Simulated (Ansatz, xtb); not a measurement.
# Two isomers of C4H2ClFSe

We compare I, `Fc1c[se]c(Cl)c1`, a singlet, with II, `Fc1c[se]cc1Cl`, a singlet. Both are isolated molecules in the gas phase, relaxed with B3LYP-D3(BJ)/def2-SVP.

I (Å):

```xyz
9

C    -2.6589    1.8169   -0.7808
C    -3.5556    0.8933   -0.3312
C    -1.0647    0.2022   -0.2459
C    -1.2732    1.4574   -0.7434
Cl    0.4573   -0.5782   -0.0470
F    -3.0268    3.0161   -1.2427
Se   -2.6706   -0.6603    0.2349
H    -4.6374    0.9986   -0.2884
H    -0.4773    2.1221   -1.0787
```

II (Å):

```yaml
atoms:
  - { symbol: C, position_ang: [-2.9329, 1.4502, -0.6194] }
  - { symbol: C, position_ang: [-3.1474, 0.1920, -1.0954] }
  - { symbol: C, position_ang: [-0.7496, 0.6514, -0.2127] }
  - { symbol: C, position_ang: [-1.6050, 1.7116, -0.1283] }
  - { symbol: Cl, position_ang: [-1.1805, 3.2657, 0.5092] }
  - { symbol: F, position_ang: [-3.8647, 2.4002, -0.5937] }
  - { symbol: Se, position_ang: [-1.5936, -0.8440, -0.9590] }
  - { symbol: H, position_ang: [-4.0767, -0.1967, -1.5060] }
  - { symbol: H, position_ang: [0.2924, 0.6295, 0.0986] }
```

Quicker runs give these differences E(II) − E(I): GFN2-xTB −0.41 kcal/mol; HF/STO-3G −1.39 kcal/mol (at GFN2-xTB geometries); r2SCAN-D4/def2-SVP −0.59 kcal/mol (at GFN2-xTB geometries).

Q: Estimate E(II) − E(I) at the level CCSD(T)/def2-SVP + ΔMP2/def2-TZVPP.

A: CCSD(T)/def2-SVP + ΔMP2/def2-TZVPP gives E(II) − E(I) = −0.90 kcal/mol, slightly favouring structure II, which is too small a margin to settle the true order.

The same difference at several levels:

```tsv
level	geometry	E(II) − E(I) (kcal/mol)	departure from the last row (kcal/mol)	job, with rough time for the two
GFN2-xTB	GFN2-xTB	−0.41	+0.49	optimisation, 0.59 s
HF/STO-3G	GFN2-xTB	−1.39	−0.49	single point, 3.4 s
r2SCAN-D4/def2-SVP	GFN2-xTB	−0.59	+0.31	single point, 14 s
B3LYP-D3(BJ)/def2-SVP	B3LYP-D3(BJ)/def2-SVP	−0.41	+0.49	optimisation, 2.3 min
HF/def2-SVP	B3LYP-D3(BJ)/def2-SVP	−0.93	−0.03	part of the CCSD(T) run
MP2/def2-SVP	B3LYP-D3(BJ)/def2-SVP	−0.73	+0.17	part of the CCSD(T) run
CCSD(T)/def2-SVP	B3LYP-D3(BJ)/def2-SVP	−0.82	+0.08	single point
CCSD(T)/def2-SVP + ΔMP2/def2-TZVPP	B3LYP-D3(BJ)/def2-SVP	−0.90		single point, 4.6 min
```

As drawn, both hold the same kinds of bond in the same numbers.

The largest departure from CCSD(T)/def2-SVP + ΔMP2/def2-TZVPP is that of B3LYP-D3(BJ)/def2-SVP, 0.49 kcal/mol. The last row adds to CCSD(T) the change of the MP2 difference between the two basis sets, here −0.08 kcal/mol.

With thermal terms from frequencies at re-optimised GFN2-xTB minima (ideal gas, soft modes damped towards free rotors, one conformer each, 298.15 K, 1 atm): the zero-point term adds −0.06 kcal/mol; ΔH is −0.99 and ΔG −0.94 kcal/mol.

The correlated steps freeze 19 core orbitals; the filled d shell of Se is correlated, in a basis made for valence electrons. Codes used: Ansatz 0.2.0, xtb 6.7.1; the last row on 2 threads of Intel(R) Xeon(R) Processor @ 2.50GHz (Skylake/Cascade Lake) on a shared host.
